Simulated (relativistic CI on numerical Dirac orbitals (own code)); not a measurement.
# Slater and spin-orbit integrals, Tb⁶⁰⁺

Computed by Dirac-Coulomb-Breit CI, orbitals from a KLI potential per configuration, model QED (radiative potential, 1s self-energy scaled to tabulated hydrogen-like ionisation energies), unscaled Slater integrals (own radial code, finite nucleus).

Slater integrals F^k, G^k are unscaled and averaged over j, outside the closed core 1s2; ζ comes from projecting the Hamiltonian with its Breit term on Σ l·s of the shell.

- 2s2 2p: ζ(2p) = 4.3992e+06 cm⁻¹; <r>(2p) = 0.07615, <r^2>(2p) = 0.007044 (bohr units).
- 2s 2p2: F^2(2p,2p) = 1.2399e+06, G^1(2s,2p) = 1.3181e+06, ζ(2p) = 4.3861e+06 cm⁻¹; <r>(2s) = 0.08705, <r^2>(2s) = 0.008965, <r>(2p) = 0.0762, <r^2>(2p) = 0.007053 (bohr units).
- 2p3: F^2(2p,2p) = 1.2383e+06, ζ(2p) = 4.3732e+06 cm⁻¹; <r>(2p) = 0.07629, <r^2>(2p) = 0.007071 (bohr units).

Averages of the first 10 configurations, taken without configuration mixing, which lowers the lowest level and can move excited configurations by several eV; other configurations of the list can lie among them:

| Configuration | Parity | States | Average energy above the lowest level (eV) |
| --- | --- | --- | --- |
| 2s2 2p | odd | 6 | 549.7 |
| 2s 2p2 | even | 30 | 1297.3 |
| 2p3 | odd | 20 | 2099.2 |
| 2p2 3s | even | 30 | 9369.4 |
| 2p2 3p | odd | 90 | 9593.0 |
| 2p2 3d | even | 150 | 9763.8 |
| 2s2 3s | even | 2 | 7887.8 |
| 2s2 3p | odd | 6 | 8121.1 |
| 2s2 3d | even | 10 | 8291.8 |
| 2s 2p 3s | odd | 24 | 8601.3 |
